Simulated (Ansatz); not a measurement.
Al2Sb2 (the lowest singlet isomer of a short search) was relaxed with r2SCAN-D4 (def2-SVP) in Ansatz in these states: charge +1 doublet, neutral quintet, neutral singlet, neutral triplet. The geometries follow in no particular order.

In the def2 sets Sb takes a core potential; there is no spin–orbit coupling.

A:

Cartesian coordinates in Å:
```
Al 1.995 -0.858 1.003
Al -1.995 0.858 -1.003
Sb 0.695 1.110 -0.434
Sb -0.695 -1.110 0.434
```

B:

```
atom   x (Å)   y (Å)   z (Å)
 Al1  -1.068   1.692   1.547
 Al2   1.067  -1.692  -1.548
 Sb3  -1.083   0.033  -0.783
 Sb4   1.084  -0.033   0.784
```

C:

```xyz
4

Al   -1.702    0.411    0.199
Al    1.684   -0.469   -0.222
Sb   -0.029    0.763   -1.831
Sb    0.047   -0.706    1.853
```

D:

Cartesian coordinates in Å:
```
Al -0.580 0.947 1.901
Al 0.565 -1.411 -1.593
Sb -1.403 0.052 -0.495
Sb 1.418 0.412 0.187
```

Task: Judge from the bond lengths which geometry belongs to which state (an estimate).

Result: A is the charge +1 doublet (Sb3–Sb4 2.759 Å, Al1–Sb4 2.762 Å, Al2–Sb3 2.762 Å); B is the neutral singlet (Sb3–Sb4 2.675 Å, Al1–Sb4 2.861 Å, Al2–Sb3 2.861 Å); C is the neutral quintet (Sb3–Sb4 3.967 Å, Al1–Sb4 2.654 Å, Al2–Sb3 2.654 Å); D is the neutral triplet (Sb3–Sb4 2.924 Å, Al1–Sb4 2.687 Å, Al2–Sb3 2.687 Å).

At PBE0-D4/def2-TZVP a singlet lies 1.25 eV below the neutral quintet. At PBE0-D4/def2-TZVP a singlet lies 0.13 eV below the neutral triplet. These are the stationary points nearest to one start from a short search; other shapes may lie lower in each state.
